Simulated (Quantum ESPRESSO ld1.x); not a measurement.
Task: Fe III, configuration [Ar] 3d6. All-electron calculation, scalar-relativistic Kohn-Sham, LDA (Slater exchange, Perdew-Wang correlation), spin-polarised, spherical densities, point nucleus; open shells are filled with parallel spins first. Program: ld1.x of Quantum ESPRESSO 7.5. Some entries of the table are withheld. Estimate them.

orbital  occ.  eigenvalue (hartree)  <1/r> (bohr^-1)  <r^2> (bohr^2)
1s up       1             -257.2971            25.93        0.004611
1s down     1             -257.2967            25.93        0.004610
2s up       1              -30.7406            5.542         0.08464
2s down     1              -30.6662            5.551         0.08439
2p up       3              -26.3277            5.446         0.06847
2p down     3              -26.2703            5.454         0.06820
3s up       1               -4.1737            1.747          0.7616
3s down     1               -4.0192            1.739          0.7680
3p up       3               -2.9387              (1)          0.8667
3p down     3               -2.7880              (2)          0.8796
3d up       5               -1.0073            1.250           1.459
3d down     1               -0.8703            1.213           1.624

Result: 
(1) 3p up <1/r> (bohr^-1): 1.609
(2) 3p down <1/r> (bohr^-1): 1.598
